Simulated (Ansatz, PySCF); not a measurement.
Molecule: sum formula HSiOBr$_{2}$, net charge 0, doublet state. It need not be the lowest isomer of its formula. SMILES: O[Si](Br)Br
Geometry from a B3LYP-D3(BJ)/def2-TZVP (Ansatz, an electronic-structure program) optimisation:
```
Si
O 1 1.6394
H 2 0.9635 1 118.01
Br 1 2.2361 2 106.56 3 -154.55
Br 1 2.2572 2 109.43 3 -33.78
```
Charge 0, spin multiplicity 2.

Property: atomisation energy (electronic, to ground-state atoms), in kcal/mol. Valence correlation only, unless marked. Open shells are spin-unrestricted. Spin-orbit coupling is left out. Frozen are the shells of the preceding noble gas and the d and f shells that filled before the atom's block. No relativistic terms. The coupled-cluster limit lacks core correlation, which all-electron functionals hold. CBS marks a two-point X^-3 extrapolation of the correlation energy; Hartree-Fock from the larger set. The bracket is a focal-point correction in the basis named.

```json
[
 {"level": "HF/STO-3G", "program": "Ansatz", "atomisation energy (kcal/mol)": "264.7", "minus last row": "-108.6"},
 {"level": "HF/def2-TZVPD", "program": "PySCF", "atomisation energy (kcal/mol)": "257.0", "minus last row": "-116.3"},
 {"level": "HF/def2-TZVPP", "program": "Ansatz", "atomisation energy (kcal/mol)": "257.6", "minus last row": "-115.7"},
 {"level": "HF/def2-QZVPP", "program": "Ansatz", "atomisation energy (kcal/mol)": "258.4", "minus last row": "-114.9"},
 {"level": "HF-D3(BJ)/def2-TZVPD", "program": "PySCF + dftd3", "atomisation energy (kcal/mol)": "286.5", "minus last row": "-86.8"},
 {"level": "HF-D4/def2-TZVPD", "program": "PySCF + dftd4", "atomisation energy (kcal/mol)": "269.6", "minus last row": "-103.7"},
 {"level": "B3LYP-D3(BJ)/def2-TZVPD", "program": "Ansatz + dftd3", "atomisation energy (kcal/mol)": "369.8", "minus last row": "-3.5"},
 {"level": "PBE0/6-31G*", "program": "Ansatz", "atomisation energy (kcal/mol)": "357.0", "minus last row": "-16.3"},
 {"level": "PBE0-D3(BJ)/def2-TZVPD", "program": "Ansatz + dftd3", "atomisation energy (kcal/mol)": "374.1", "minus last row": "0.8"},
 {"level": "PBE0/def2-TZVP", "program": "Ansatz", "atomisation energy (kcal/mol)": "370.1", "minus last row": "-3.2"},
 {"level": "r2SCAN0/def2-TZVPD", "program": "Ansatz", "atomisation energy (kcal/mol)": "369.6", "minus last row": "-3.7"},
 {"level": "HSE06-D4/def2-TZVPD", "program": "Ansatz + dftd4", "atomisation energy (kcal/mol)": "374.6", "minus last row": "1.3"},
 {"level": "CAM-B3LYP-D4/def2-TZVPD", "program": "Ansatz + dftd4", "atomisation energy (kcal/mol)": "369.2", "minus last row": "-4.1"},
 {"level": "LC-wPBE-D4/def2-TZVPD", "program": "Ansatz + dftd4", "atomisation energy (kcal/mol)": "371.7", "minus last row": "-1.6"},
 {"level": "B2GP-PLYP/def2-TZVPD", "program": "Ansatz", "atomisation energy (kcal/mol)": "364.7", "minus last row": "-8.6"},
 {"level": "RI-MP2/def2-QZVPP", "program": "Ansatz", "atomisation energy (kcal/mol)": "384.0", "minus last row": "10.7"},
 {"level": "SCS-MP2/6-31G", "program": "Ansatz", "atomisation energy (kcal/mol)": "247.5", "minus last row": "-125.8"},
 {"level": "SCS-MP2/6-31G*", "program": "Ansatz", "atomisation energy (kcal/mol)": "328.1", "minus last row": "-45.2"},
 {"level": "CCSD/def2-SVP", "program": "Ansatz", "atomisation energy (kcal/mol)": "325.5", "minus last row": "-47.8"},
 {"level": "CCSD(T)/def2-SVP", "program": "Ansatz", "atomisation energy (kcal/mol)": "331.1", "minus last row": "-42.2"},
 {"level": "RI-MP2/CBS(def2-TZVPP,def2-QZVPP)+[CCSD(T)-MP2]/def2-TZVPP", "program": "Ansatz", "atomisation energy (kcal/mol)": "373.3", "minus last row": "0.0"}
]
```
